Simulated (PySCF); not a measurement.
Calculation: PBE-D3(BJ)/def2-TZVP (PySCF 2.14.0). All species are isolated molecules in the gas phase. Delta-SCF ions had no search for a lower state. 

Reference species (SMILES): `FC1C=C1` (neutral, multiplicity 1).

```yaml
HOMO–LUMO gap: 5.41 eV
dipole_moment: 2.25 D
vertical ionisation energy (Delta-SCF): 10.73 eV
```

Changed species: `C(=C=C)F`.

Q: Predict the effect on the HOMO–LUMO gap, dipole moment and vertical ionisation energy (Delta-SCF).

A: the HOMO–LUMO gap drops by 0.95 eV, to 4.46 eV; the dipole moment falls by 0.58 D, to 1.67 D; the vertical ionisation energy (Delta-SCF) falls by 0.97 eV, to 9.76 eV.
